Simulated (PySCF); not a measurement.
What does the PBE0-D3(BJ)/def2-SVP structure of `C1=C/CCCCCC/1` look like in three dimensions?

Z-matrix in Å and degrees, rows numbered from 1:
```
C 
C   1  1.3369
C   2  1.4875  1  121.59
C   3  1.5467  2  105.64  1    86.10
C   4  1.5389  3  115.59  2   -49.43
C   5  1.5542  4  118.54  3    79.71
C   6  1.5389  5  118.53  4  -112.28
C   1  1.4874  2  121.58  3  -137.67
H   1  1.0988  2  118.32  3    19.77
H   2  1.0987  1  118.32  3   157.45
H   3  1.1022  2  114.14  1  -153.24
H   3  1.1031  2  110.32  1   -31.88
H   4  1.1046  3  108.90  2    73.22
H   4  1.1036  3  108.66  2  -172.15
H   5  1.1023  4  106.31  3  -159.27
H   5  1.1040  4  109.14  3   -46.73
H   6  1.1023  5  107.48  4   127.30
H   6  1.1039  5  109.65  4    13.92
H   7  1.1036  6  108.89  5  -157.70
H   7  1.1047  6  108.69  5   -43.06
H   8  1.1031  1  110.33  2   -31.88
H   8  1.1022  1  114.13  2  -153.25
```

Of the pairs four or more bonds apart, C1···C5 is among the closest relative to their van der Waals radii: 2.99 Å, 88 % of the sum of Bondi's values. The 8 C–C bonds span 1.337 Å (C1=C2, drawn double) to 1.554 Å (C5–C6, drawn single), a spread of 0.217 Å. The 8-membered ring C1–C2–C3–C4–C5–C6–C7–C8 has internal angles of 105.6° to 121.6°; it is puckered, 0.30 Å rms from its mean plane.

Method used: PySCF, PBE0-D3(BJ)/def2-SVP geometry optimisation, gas phase.

Point group: C2 (every atom within 0.08 Å of its image). Not checked by PBE0-D3(BJ)/def2-SVP frequencies. One conformer, not necessarily the lowest (C1–C2–C3–C4 86°, C2–C3–C4–C5 -49°, C3–C4–C5–C6 80°, C4–C5–C6–C7 -112°).

On one thread of an Arm Neoverse V2, on a shared host, this took 92 s wall and 0.83 GiB of memory at its peak. These figures are those of the optimisation.
